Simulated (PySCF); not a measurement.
Input of a run (PBE0-D3(BJ)/def2-SVP geometry optimisation, gas phase (PySCF 2.14.0)), started from GFN2-xTB:
```
{"job": {"xc": "PBE0", "basis": "def2-SVP", "d3": "d3bj", "grid": 1, "shake": 0.01, "kind": "geom"}, "charge": 0, "multiplicity": 1}
C     -3.137990     0.169860     0.314980
C     -1.727460     0.243380    -0.142940
O     -1.295710     1.215030    -0.766430
N     -0.907440    -0.781220     0.162080
C      0.436430    -0.728380    -0.245040
Si     0.999100     1.115180    -0.502790
C      2.709490     0.460620     0.222970
Si     1.909280    -1.081180     0.961440
H     -3.297680     0.919740     1.136160
H     -3.806320     0.490780    -0.502120
H     -3.447990    -0.797810     0.667700
H     -1.287830    -1.572990     0.689620
H      0.526440    -1.300910    -1.160480
H      1.080830     1.578800    -1.868380
H      0.607720     2.089260     0.503700
H      3.215500     1.136220     0.921950
H      3.420440     0.222140    -0.556130
H      2.511060    -2.389150     0.759200
H      1.461410    -0.982310     2.366600
```

Output (energies in Eh, forces in Eh/bohr):
```
step   0  E = -867.06308422  max force = 0.035294
step   1  E = -867.07328557  max force = 0.009315
step   2  E = -867.07339898  max force = 0.008567
step   3  E = -867.07394682  max force = 0.004153
step   4  E = -867.07420700  max force = 0.002004
step   5  E = -867.07444285  max force = 0.002727
step   6  E = -867.07461776  max force = 0.002433
step   7  E = -867.07473853  max force = 0.002278
step   8  E = -867.07487640  max force = 0.002689
step   9  E = -867.07493629  max force = 0.001845
step  10  E = -867.07495422  max force = 0.000692
step  11  E = -867.07496203  max force = 0.000363
optimisation converged
```

Q: Summarise the run.

A: The energy falls by 7.5 kcal/mol over 12 energy and gradient evaluations, the largest force component goes from 0.0353 to 3.6e-04 Eh/bohr, and the atoms move by 0.225 Å rms after alignment. Among the bonds, Si6–H14 and Si8–H18 change most and about equally (+0.044 to +0.045 Å). Bonds longer at the end by more than 0.005 Å: 9 of 19; shorter: 6. Among the angles that change most is Si6–C5–H13, from 111.4° to 104.4°. Among the dihedrals that turn most is H13–C5–Si8–H19, from -148° to -167°. The energy never rose by more than 1e-6 Eh on the way. The first step brought 86 % of the lowering.

Q: What are the final bond lengths?

A: C1–C2 1.504 Å, C2=O3 1.227 Å, C2–N4 1.352 Å, N4–C5 1.432 Å, C5–Si6 1.924 Å, Si6–C7 1.935 Å, C7–Si8 1.887 Å, C5–Si8 1.908 Å, C1–H9 1.100 Å, C1–H10 1.099 Å, C1–H11 1.099 Å, N4–H12 1.011 Å, C5–H13 1.111 Å, Si6–H14 1.489 Å, Si6–H15 1.491 Å, C7–H16 1.099 Å, C7–H17 1.103 Å, Si8–H18 1.498 Å, Si8–H19 1.497 Å. Numbering counts from 1 in the input's order; the species is `CC(=O)NC1[SiH2]C[SiH2]1`.

The run used 175 basis functions and 86 SCF cycles in all. Hardware: one thread of an Arm Neoverse N1, no GPU, shared host with 64 logical CPUs at a one-minute load of 60. Cost: 5.4 min, 0.74 GiB resident at most.

Whether it is a minimum is left open (no frequencies). The numbers are those of one conformer.
